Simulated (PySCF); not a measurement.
1,2-difluorocyclopenta-1,3-diene (C5H4F2), SMILES FC1=C(F)CC=C1.

The structure is a stationary point at B3LYP-D3(BJ)/def2-SVP. One conformer was computed; it need not be the lowest.

Two levels are set side by side: PBE/def2-TZVP (PySCF) and M06-2X/def2-TZVP (PySCF). Same geometry, gas phase. Differences are taken from unrounded values.

```tsv
quantity	M06-2X
orbital gap (eV)	7.69
highest occupied level (eV)	-7.63
lowest empty level (eV)	0.05
dipole moment (D)	2.67
mean polarisability (bohr³)	54.4
```

Problem. What does PBE give, and how far is it from M06-2X? (Estimate from the structure and the level; the computed values follow.)

Solution. 
```tsv
quantity	PBE	PBE minus M06-2X
orbital gap (eV)	3.58	-4.11
highest occupied level (eV)	-5.27	2.36
lowest empty level (eV)	-1.69	-1.75
dipole moment (D)	2.28	-0.39
mean polarisability (bohr³)	56.7	2.3
```

PBE's occupied levels lie high since its potential decays too fast outside the molecule; exact exchange lowers them and widens the gap. Loosely held outer electrons make PBE densities more polarisable. Differences between two approximate levels are no errors against the true value.

Rough cost on one machine, each run with all the roots and properties that it gave: M06-2X against PBE about 4 times.
